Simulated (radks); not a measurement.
Spherical quantum dot in the effective-mass picture: electrons in a well V = -V0 / (1 + exp((r - R)/a)) with V0 = 44.3, R = 1.34, a = 0.069, with a point charge +1 (a donor) at the centre, all in effective atomic units (hartree* = m*/eps^2 hartree, bohr* = eps/m* bohr), one dielectric constant everywhere. Calculated with a radial shooting solver with Libxc functionals: non-relativistic Kohn-Sham, LDA (Slater exchange, Perdew-Wang correlation), spin-polarised, spherical densities. Levels are named by radial order and angular momentum (1s, 1p, 1d, 2s, ...), and open shells are averaged over m.

N = 13, configuration 1s2 1p6 1d(up 5, down 0). This is the lowest configuration that the search found. Occupied and some empty levels:

| level | occupation | eigenvalue (hartree*) | <r> (bohr*) |
|---|---|---|---|
| 1s up | 1 | -30.202 | 0.7292 |
| 1s down | 1 | -29.982 | 0.7224 |
| 1p up | 3 | -27.783 | 0.8605 |
| 1p down | 3 | -27.518 | 0.8586 |
| 1d up | 5 | -24.706 | 0.9334 |
| 1d down | 0 | -24.426 | 0.9332 |
| 2s up | 0 | -23.208 | 0.6832 |
| 2s down | 0 | -23.054 | 0.6869 |
| 1f up | 0 | -20.946 | 0.9868 |
| 1f down | 0 | -20.664 | 0.9872 |
| 2p up | 0 | -17.828 | 0.7752 |
| 2p down | 0 | -17.651 | 0.7753 |

Energy (hartree*): total -433.369, kinetic 67.852, external -576.26, Hartree 87.806, exchange-correlation -12.767.

Electron density:

| r (bohr*) | n(r) (e/bohr*^3) |
|---|---|
| 0.0810 | 1.398 |
| 0.171 | 1.340 |
| 0.262 | 1.409 |
| 0.352 | 1.582 |
| 0.442 | 1.828 |
| 0.532 | 2.104 |
| 0.623 | 2.351 |
| 0.713 | 2.494 |
| 0.803 | 2.464 |
| 0.893 | 2.219 |
| 0.983 | 1.771 |
| 1.07 | 1.203 |
| 1.16 | 0.6618 |
| 1.25 | 0.2750 |
| 1.34 | 0.08355 |
| 1.44 | 0.01952 |
| 1.52 | 0.004131 |
| 1.61 | 0.0008466 |
| 1.71 | 0.0001744 |
| 1.80 | 0.00003575 |
